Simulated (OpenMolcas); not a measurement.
Pt2+: moving or changing the point charges

Pt2+ among 6 point charges of -1.7 e arranged as a trigonal prism (D3h), 2.12 Å from the ion, with a polar angle of 49.6° against the regular 49.1°.

```json
{
 "Program": "OpenMolcas",
 "Method": "SS-CASPT2, IPEA 0.25 Eh, imaginary shift 0.1 Eh (closed shells correlated: 4f 5s 5p)",
 "Basis": "ANO-RCC-VDZP [7s6p4d2f]",
 "Scalar Hamiltonian": "DKH2, point nucleus",
 "Active space": "8 electrons in 5 orbitals (5d)",
 "State averaging": "2S+1 = 3 even, 10 roots; 2S+1 = 1 even, 15 roots",
 "Spin-orbit coupling": "RASSI with atomic mean-field integrals over the reference wave functions"
}
```

Runs around this geometry, states (labels of D3, the rotations of D3h). Energies in cm-1 above the lowest state or level, χT in cm3 K/mol.

| R (Å) | q (e) | Polar angle / regular | Ground state | First state of that spin | First gap with spin-orbit (degeneracies) | χT at 300 K | First state of another spin |
| --- | --- | --- | --- | --- | --- | --- | --- |
| 2.12 | -1.36 | 1.01 | 3A2 | 3E 4810 | 940 (1, 2) | 1.540 | 1E 11220 |
| 2.01 | -1.7 | 1.01 | 3A2 | 3A1 8940 | 1290 (1, 2) | 0.955 | 1E 11310 |
| 2.12 | -1.7 | 1.01 | 3A2 | 3E 6640 | 1070 (1, 2) | 1.279 | 1E 11340 |
| 2.35 | -1.7 | 1.01 | 3A2 | 3E 3810 | 830 (1, 2) | 1.763 | 1E 11130 |
| 2.12 | -1.7 | 1.09 | 3A2 | 3A2 4630 | 1080 (1, 2) | 1.369 | 1E 11000 |

Scaling the charges by -1.36 / -1.7 = 0.80 scales the first state of the same spin by 4810 / 6640 = 0.72; with fixed orbitals a first-order splitting would follow the charge.

Roots that are degenerate in the reference are averaged as groups; the widest CASPT2 spread within a group is 87 cm-1 (the 2-fold group of multiplicity 1 near 28400 cm-1 above the lowest state of its run, R = 2.12, q = -1.7, ratio = 1.01). Shifts and gaps below about the spread of the groups concerned are not significant. Real 4d8 and 5d8 ions are as a rule square planar and diamagnetic. Free-ion shares, where given, are those of the reference states; single-state CASPT2 does not remix them. Spin-orbit coupling mixes the spin-free states strongly: the lowest level takes only 68 % from its leading state, 3A2 (figures for R = 2.12, q = -1.36, ratio = 1.01; the like holds for R = 2.35, q = -1.7, ratio = 1.01, R = 2.12, q = -1.7, ratio = 1.09). Point charges carry no covalency, so the field is a model and not that of real ligands. No measured value stands beside these numbers.
